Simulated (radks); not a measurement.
Values are calculated unless marked as measured or tabulated.
Spherical quantum dot in the effective-mass picture: electrons in a parabolic well V = omega^2 r^2 / 2 with omega = 0.0687, all in effective atomic units (hartree* = m*/eps^2 hartree, bohr* = eps/m* bohr), one dielectric constant everywhere. Level of theory: non-relativistic Kohn-Sham, LDA (Slater exchange, Perdew-Wang correlation), spin-polarised, spherical densities (a radial shooting solver with Libxc functionals). Levels are named by radial order and angular momentum (1s, 1p, 1d, 2s, ...), and open shells are averaged over m. At N = 17 the configuration is 1s2 1p6 1d(up 5, down 4). Does electron 18 go into 1d down or 2s up or 2s down?

Answer. Into 1d down. The total energies of the other choices lie higher by 0.00754 hartree* (2s up), 0.00826 hartree* (2s down).
